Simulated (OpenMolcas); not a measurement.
C2F6 (SMILES FC(F)(F)C(F)(F)F): the HOMO–LUMO gap, rung by rung

C2F6: 8 atoms, total charge 0, spin state singlet. SMILES: `FC(F)(F)C(F)(F)F`. Geometry: relaxed at PBE0-D4/def2-TZVP.

Each level gives the HOMO–LUMO gap (eV). The values are calculated.

```
                              level           kind     program  value (eV)  CPU time
    HF/6-31G* (spherical functions)   Hartree–Fock  OpenMolcas       23.89      28 s
 SVWN5/6-31G* (spherical functions)            LDA  OpenMolcas       10.26      50 s
  BLYP/6-31G* (spherical functions)            GGA  OpenMolcas       10.52      65 s
 M06-L/6-31G* (spherical functions)       meta-GGA  OpenMolcas       11.51      82 s
  TPSS/6-31G* (spherical functions)       meta-GGA  OpenMolcas       10.83      83 s
  PBE0/6-31G* (spherical functions)  global hybrid  OpenMolcas       13.74      65 s
B2PLYP/6-31G* (spherical functions)  double hybrid  OpenMolcas       17.56      47 s
```

The values span 10.26 to 23.89 eV. Orbital gaps aren't excitation energies, and those of double hybrids come from the SCF part alone; they tend to grow with the share of exact exchange. Times are those of the runs behind each value, whatever else they computed, on shared processors of several kinds: orders of magnitude only.
